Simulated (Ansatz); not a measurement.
A made-up structure of CHOSe, doublet:

```
atom    x (Å)    y (Å)    z (Å)
  O1  -0.7445   0.0823  -0.1162
  C2   0.4275   0.0638  -0.0198
 Se3   1.0623  -0.9237   0.7966
  H4  -0.7454   0.7776  -0.6605
```

It is relaxed with PBE-D4/def2-SVP and then PBE0-D4/def2-TZVP (Ansatz 0.2.0). Atoms count as bonded within 1.22 times the sum of their covalent radii (H–H: 0.88 Å). The end point is not checked to be a true minimum.

(1) Does its bonding change? (Judge from chemistry; the calculation decides.)

Answers

(1) Computed: Yes. Formed: none; broken: O1–Se3.

Where it ends: The first stage lowers the energy by 5.15 eV in 7 steps. It ends as CHOSe ([OH][C][Se]):
```xyz
4
angstrom
O -0.8224 0.1787 -0.1971
C 0.4503 0.0168 0.0182
Se 1.3322 -1.1238 0.9721
H -0.9601 0.9283 -0.7932
```

Labels in which every atom is bracketed show which atoms are joined, not bond orders.

For scale, one of the runs: PBE0-D4/def2-TZVP relaxation, 116 basis functions, launched by `ansatz run in.yaml --threads 2 --pin off --events-out ev --progress --plain --max-ram 4352MiB`. The run took about 18 s on 2 CPU threads of an Arm Neoverse V2 (shared host).
